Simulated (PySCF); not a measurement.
# Reading the logs of faulty runs: AlCGeH9Si

These are calculations, not measurements. The program is PySCF 2.14.0, an open-source quantum chemistry code, run on an isolated molecule that a program drew, which may never have been made. The molecule is AlCGeH9Si (charge 0, singlet), drawn as the SMILES string `[AlH2][CH2][SiH2][GeH3]`.

Each row is a Hartree-Fock (HF) and frozen-core CCSD(T) single point in the cc-pV(D+d)Z basis, meant for a local HF minimum. Run 1 is clean. Each other run has one planted mistake out of seven kinds, and not every kind appears here: one electron removed, one electron added, multiplicity raised by two, geometry at a saddle point, minimal basis STO-3G, one bond length entered in bohr, all coordinates scaled. The reference is restricted for singlets and unrestricted otherwise, and also for a bond in bohr. Adding or removing an electron swaps singlet and doublet. Electrons count all cores. HOMO and LUMO are orbital energies over both spins, the gradient is its largest component, and the lowest frequency (negative if imaginary) is given only where the gradient is small. Bond lengths are over the 12 bonds as drawn. T1 is the CCSD diagnostic: over 0.02 (restricted) or 0.045 (unrestricted) a single reference is doubtful. Germanium has the cc-pVDZ-PP basis, with a core potential (ECP10MDF) in place of its 10 inner electrons, and its 3s, 3p and 3d shells are frozen in CCSD(T).

Geometry of the clean run:
```xyz
13
AlCGeH9Si, angstrom
Al   -1.6396    0.6453   -1.2261
C    -0.4950   -0.6405   -0.2750
Si    1.1304   -0.0363    0.4604
Ge    0.7865    1.5689    2.2235
H    -2.8702    1.3129   -0.4911
H    -1.3382    0.9944   -2.7389
H    -0.2338   -1.4378   -0.9856
H    -1.0730   -1.1054    0.5341
H     1.9561    0.6190   -0.5878
H     1.9262   -1.1628    1.0114
H     0.0153    2.7904    1.6937
H     2.1212    2.0665    2.7926
H    -0.0326    0.9693    3.3752
```

| run | electrons | basis functions | <S^2> | HOMO (eV) | LUMO (eV) | gradient (hartree/bohr) | lowest frequency (cm^-1) | mean bond (Å) | longest bond (Å) | T1 | HF (hartree) | CCSD(T) (hartree) | mistake |
|---|---|---|---|---|---|---|---|---|---|---|---|---|---|
| 1 | 74 | 128 | 0.000 | -10.41 | 1.23 | 1.1e-05 | 39 | 1.5999 | 2.409 | 0.0112 | -867.33280 | -867.83570 | no fault |
| 2 | 74 | 128 | 2.016 | -4.98 | -2.44 | 8.4e-02 | - | 1.5999 | 2.409 | 0.0306 | -867.14705 | -867.64474 | multiplicity raised by two |
| 3 | 75 | 128 | 0.765 | 0.21 | 7.03 | 1.9e-02 | - | 1.5999 | 2.409 | 0.0131 | -867.30566 | -867.82616 | one electron added |
| 4 | 74 | 128 | 0.917 | -7.99 | 0.58 | 3.0e-02 | - | 1.7457 | 3.717 | 0.0283 | -867.22719 | -867.70358 | one bond length entered in bohr |
| 5 | 74 | 128 | 0.000 | -10.10 | 0.97 | 3.5e-02 | - | 1.7263 | 2.599 | 0.0121 | -867.27741 | -867.79084 | ? |
| 6 | 73 | 128 | 0.768 | -14.91 | -7.84 | 7.5e-02 | - | 1.5999 | 2.409 | 0.0794 | -866.98687 | -867.46416 | ? |

**Which mistake was planted in run 5, and what did it cost?**

The mean and the longest bond both change by the same factor, 1.079, and the gradient is no longer small. So the mistake is: all coordinates scaled. Subtracting run 1 and multiplying by 627.51 kcal/mol a hartree, the energy moved by 34.8 kcal/mol in HF and 28.2 kcal/mol in CCSD(T).

**Which mistake was planted in run 6, and what did it cost?**

It counts 73 electrons, one fewer than the clean run, at the same geometry and basis. So the mistake is: one electron removed. Subtracting run 1 and multiplying by 627.51 kcal/mol a hartree, the energy moved by 217.1 kcal/mol in HF and 233.1 kcal/mol in CCSD(T).

Cautions from the logs. Run 3: the HOMO is above zero, so the electron isn't bound and the energy depends on the basis; run 6: T1 is over the limit, so its CCSD(T) energy is less reliable.
